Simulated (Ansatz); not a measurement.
H3Si (SMILES [SiH3+]), charge 1, multiplicity 1, relaxed at each level with Ansatz (a quantum-chemistry and plane-wave program); harmonic frequencies from differences of analytic forces, average atomic masses, frozen cores.

| level | Si1–H2 (Å) | Si1–H3 (Å) | Si1–H4 (Å) | H2–Si1–H3 (°) | H2–Si1–H4 (°) | H3–Si1–H4 (°) | dipole (D) |
|---|---|---|---|---|---|---|---|
| HF/def2-TZVPP | 1.4553 | 1.4553 | 1.4553 | 120.0 | 120.0 | 120.0 | - |
| PBE/def2-TZVPP | 1.4827 | 1.4827 | 1.4827 | 120.0 | 120.0 | 120.0 | - |
| r2SCAN/def2-TZVPP | 1.4697 | 1.4697 | 1.4697 | 120.0 | 120.0 | 120.0 | - |
| B3LYP/def2-TZVPP | 1.4670 | 1.4670 | 1.4670 | 120.0 | 120.0 | 120.0 | - |
| PBE0/def2-TZVPP | 1.4719 | 1.4719 | 1.4719 | 120.0 | 120.0 | 120.0 | - |
| wB97X-V/def2-TZVPP | 1.4675 | 1.4675 | 1.4675 | 120.0 | 120.0 | 120.0 | - |
| MP2/cc-pV(T+d)Z | 1.4582 | 1.4582 | 1.4582 | 120.0 | 120.0 | 120.0 | - |
| CCSD(T)/cc-pV(D+d)Z | 1.4706 | 1.4706 | 1.4706 | 120.0 | 120.0 | 120.0 | - |
| CCSD(T)/cc-pV(T+d)Z | 1.4643 | 1.4643 | 1.4643 | 120.0 | 120.0 | 120.0 | - |

Measured: equilibrium bond lengths SiH 1.46 Å [NIST CCCBDB]; equilibrium angles HSiH 120 ° [NIST CCCBDB].
